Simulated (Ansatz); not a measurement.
A nudged elastic band was laid between two geometries of C$_{2}$H$_{8}$FGeN (13 atoms, charge 0, multiplicity 1).

Level of theory: RKS PBE0-D4/def2-SVP in Ansatz.

```json
{
 "movable images": "1",
 "climbing image": "yes",
 "spring": "5.0 eV/Å²",
 "optimiser": "quadratic models (default)",
 "start path": "through a guess of the saddle point",
 "force threshold": "0.03 eV/Å",
 "iteration limit": "60",
 "end points": "relaxed"
}
```

Initial state:

```xyz
13
Properties=species:S:1:pos:R:3
N -1.891 0.186 -0.772
Ge -0.611 -1.100 -0.483
C 0.889 -0.452 0.638
C 1.095 1.031 0.449
F 1.112 1.341 -0.900
H -2.453 0.429 0.038
H -1.524 1.039 -1.187
H -1.311 -2.276 0.227
H -0.076 -1.540 -1.855
H 1.797 -1.014 0.368
H 0.675 -0.664 1.698
H 2.047 1.384 0.883
H 0.272 1.602 0.911
```

Final state:

```xyz
13
Properties=species:S:1:pos:R:3
N -1.856 0.367 -0.497
Ge -0.585 -0.967 -0.534
C 0.835 -0.395 0.694
C 1.297 1.015 0.409
F 1.748 1.109 -0.890
H -2.509 0.320 0.280
H -2.392 0.455 -1.356
H -1.121 -2.345 -0.065
H -0.104 -1.078 -1.989
H 1.678 -1.103 0.632
H 0.441 -0.453 1.722
H 2.125 1.315 1.076
H 0.463 1.725 0.532
```

Q: Which bonds break or form, and what moves?

A: No bond is made or broken. The height of N1 over the plane of its neighbours goes from 0.33 to -0.34 Å.

Q: What energy profile does the band end with?

A: The run converged. The highest image is number 1 of 0 to 2, 0.034 eV above the first end and 0.026 eV above the last; the last end lies 0.008 eV above the first. Another band between the same ends (5 images) ends at a top of the same energy, where a vibrational analysis finds 1 clearly imaginary mode. So few images can step over the top or miss a turn of the path.

```tsv
image	path coordinate (Å)	energy (eV)	height of N1 over the plane of its neighbours (Å)
0	0.00	0.000	0.33
1	0.49	0.034	0.03
2	2.21	0.008	-0.34
```

Q: What is the geometry of the highest image?

A: 
```xyz
13
Properties=species:S:1:pos:R:3:forces:R:3
N -1.805 0.266 -0.643 0.01 0.01 0.02
Ge -0.600 -1.079 -0.449 -0.01 0.00 0.00
C 0.931 -0.457 0.635 0.00 0.00 -0.01
C 1.128 1.026 0.444 0.00 0.01 0.00
F 1.125 1.333 -0.907 0.00 0.00 0.00
H -2.722 0.254 -0.220 0.00 0.00 -0.01
H -1.570 1.128 -1.114 -0.01 -0.01 0.00
H -1.340 -2.223 0.273 -0.01 0.00 0.00
H -0.090 -1.567 -1.820 0.01 0.00 0.00
H 1.833 -1.018 0.340 0.00 0.00 0.00
H 0.740 -0.672 1.699 0.00 0.00 0.00
H 2.085 1.384 0.864 0.00 0.00 0.00
H 0.304 1.589 0.914 0.00 0.00 0.00
```

The run took 86 s on 2 threads of Intel(R) Xeon(R) 6975P-C (Granite Rapids), on a shared host, peak memory 0.35 GiB.
